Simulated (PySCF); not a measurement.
The linear singlet lies higher and needs more than one determinant, so no gap is given.

B3LYP has the VWN-RPA correlation part, as in Gaussian. 

## C2HS, SMILES `[S+]C#C` (lower triplet) (charge 1, multiplicity 3)

Level of theory: B3LYP-D3(BJ)/def2-TZVP (PySCF).

```
Property                                         Value
-----------------------------  -----------------------
highest occupied spin orbital                -14.85 eV
total energy                              -474.6351 Ha
cost                           roughly 27 core-seconds
```

```xyz
4

C     -0.7440     0.0048    -0.0864
C      0.5021    -0.0033     0.0585
S      2.0538    -0.0125     0.2355
H     -1.8120     0.0110    -0.2077
```
Charge +1, spin multiplicity 3.
